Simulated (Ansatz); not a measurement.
A run for Ansatz (a first-principles code): R-CCSD(T)/def2-SVP on ClH2NPb (SMILES [NH2][Pb][Cl]), a point of a torsion scan. Elements past Kr take the def2 small-core potentials; no spin–orbit coupling. The run froze 15 orbitals, filled d shells among them.

Ansatz 0.2 input:
```yaml
crystal:
  periodic: [false, false, false]
  atoms:
    - {symbol: N, position_ang: [-0.80743200, -0.05669327, -0.00818721]}
    - {symbol: Pb, position_ang: [1.24179606, -0.42750390, -0.44548417]}
    - {symbol: Cl, position_ang: [0.90557298, -2.81281857, -1.11691470]}
    - {symbol: H, position_ang: [-1.31426394, 0.81094335, -0.07676580]}
    - {symbol: H, position_ang: [-1.49790503, -0.79051817, -0.00484275]}
basis:
  gaussian:
    orbitals: def2-SVP
magnetization: {spin_polarized: false}
correlation: {method: ccsd_t, electrons: outside_noble_gas}
scf: {lower_state_search: off}
```

Program output:

```
WARN ansatz: RAYON_NUM_THREADS=1 ignored (pool sized by the plan → 1); use --threads N
Functional definition: HF
these checks for a lower state are left out or cut short: stability, starts, cluster_reference, orbital_swaps, neighbouring_geometries, increment
integrals: 0.05 GiB planned
753 factors; integrals over basis functions are off by at most 1.4e-3 eV
mean field: 0.16 GiB planned
mean field evaluation 1: about -19229.9380 eV, gradient 3.6e1 eV
mean field evaluation 2: about -19230.0175 eV, gradient 3.6e1 eV
mean field evaluation 4: about -19233.2215 eV, gradient 2.7e0 eV
mean field evaluation 8: about -19233.2611 eV, gradient 2.0e-1 eV
mean field -19233.26161050 eV, -706.8093274128 hartree, gradient 2.1e-6 eV, S^2 0.000000; 0 other end points of the search recorded, 0 dependent functions left out
15 core orbitals not correlated
reference -19233.26161050 eV, -706.8093274128 hartree; 9, 9 occupied and 44, 44 virtual orbitals, 753 factors
second order -10.01192974 eV of doubles, -0.00000000 eV of singles
coupled cluster: 0.12 GiB planned
cycle   1  -10.39382751 eV  change   -3.8e-1 eV  update   9.7e-2
cycle   2  -10.65422367 eV  change   -2.6e-1 eV  update   3.3e-2
cycle   3  -10.75261145 eV  change   -9.8e-2 eV  update   2.4e-2
cycle   4  -10.75081485 eV  change    1.8e-3 eV  update   9.2e-3
cycle   5  -10.74727816 eV  change    3.5e-3 eV  update   4.8e-3
cycle   6  -10.74814526 eV  change   -8.7e-4 eV  update   1.8e-3
cycle   7  -10.74794625 eV  change    2.0e-4 eV  update   7.0e-4
cycle   8  -10.74802181 eV  change   -7.6e-5 eV  update   2.1e-4
cycle   9  -10.74806356 eV  change   -4.2e-5 eV  update   8.6e-5
cycle  10  -10.74803478 eV  change    2.9e-5 eV  update   3.1e-5
cycle  11  -10.74804916 eV  change   -1.4e-5 eV  update   1.3e-5
perturbative correction -0.30229160 eV, -0.0111090115 hartree
Total energy: -19244.31195126 eV, -707.2154199457 hartree
Checks for a lower state left out: stability, starts, cluster_reference, orbital_swaps, neighbouring_geometries, increment
```

Self-consistency was reached.

Cost: about 2.1 core-seconds (a rough figure).
